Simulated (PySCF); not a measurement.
**Solvent effects on NMR parameters**

Structure with atom numbers: `[CH3:1][S:2][c:3]1[cH:4][cH:5][c:6]([F:7])[cH:8][cH:9]1`. Hydrogens are named by the atom that carries them.

GIAO PBE0/pcSseg-1 in PySCF 2.14.0 with density-fitted response routines on one PBE0-D3(BJ)/def2-SVP conformer, non-relativistic, equivalent nuclei averaged. Solvents enter as an IEF-PCM continuum (cyclohexane with ε = 2.0, water with ε = 78.4) around the gas-phase geometry. Shifts are referred to TMS, CS2, CFCl3 computed in the same medium.

In cyclohexane, δ in ppm: C6 167.4, C3 142.1, C4/C9 129.9, C5/C8 121.7, C1 17.3, S2 -5.0, F7 -122.1, H(C5)/H(C8) 7.19, H(C4)/H(C9) 7.11, H(C1) 2.33. Dipole moment 2.21 D.

(1) How does each δ change in the more polar medium?

(2) Which nuclei move most (in ppm), and what does the model miss?

Answers

(1) 
```csv
atoms,environment,"Δδ, water"
C6,aromatic carbon bearing fluorine,+0.6
C3,aromatic carbon bearing sulfur,+0.6
C4/C9,aromatic CH,+1.5
C5/C8,aromatic CH,+0.9
C1,methyl carbon bonded to S,+0.2
S2,sulfide sulfur,-5.4
F7,aryl fluorine,-1.4
H(C5)/H(C8),hydrogen on an aromatic CH,+0.17
H(C4)/H(C9),hydrogen on an aromatic CH,+0.21
H(C1),hydrogen on a methyl carbon bonded to S,+0.13
```

Changes are relative to cyclohexane. The dipole moment becomes 2.60 D in water.

(2) S2 (sulfide sulfur, -5.4 ppm) in water. A continuum only polarises the solute; specific hydrogen bonds, the anisotropy of aromatic solvents and changes of geometry or conformer are outside it.
